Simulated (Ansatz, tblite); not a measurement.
Forces on Zn₃Se₃⁺ at its PBE-D4/def2-SVP geometry. Charge 1, multiplicity 2.

The xTB rows come from tblite. Another isomer (doublet) lies 0.09 eV lower at PBE0-D4/def2-SVP; other spin states weren't run for this one.

GFN1-xTB (tblite), largest force 1.36 eV/Å:

```xyz
6
positions Å, forces eV/Å
Zn   -0.430   -0.077    1.426    0.247    0.527    0.362
Zn   -2.630   -0.605   -1.595   -0.275   -0.007   -0.157
Zn    1.566    1.086    0.081   -0.026    0.069    0.220
Se   -0.508   -1.632   -0.427    1.080    0.397   -0.718
Se    1.309   -0.573   -1.592   -0.910   -0.564    0.588
Se    0.694    1.802    2.107   -0.116   -0.422   -0.295
```

GFN2-xTB (tblite), largest force 1.15 eV/Å:

```
Zn -0.300 0.231 0.718
Zn -0.539 0.142 -0.269
Zn 0.485 0.470 0.053
Se 0.870 -0.364 -0.651
Se -0.478 -0.738 -0.219
Se -0.038 0.259 0.368
```

PBE-D4/def2-SVP (Ansatz), largest force 0.01 eV/Å:

```
Zn 0.000 -0.001 0.003
Zn -0.006 0.003 -0.003
Zn 0.002 0.002 -0.003
Se 0.008 0.001 0.000
Se -0.001 -0.003 0.003
Se -0.002 -0.001 -0.001
```
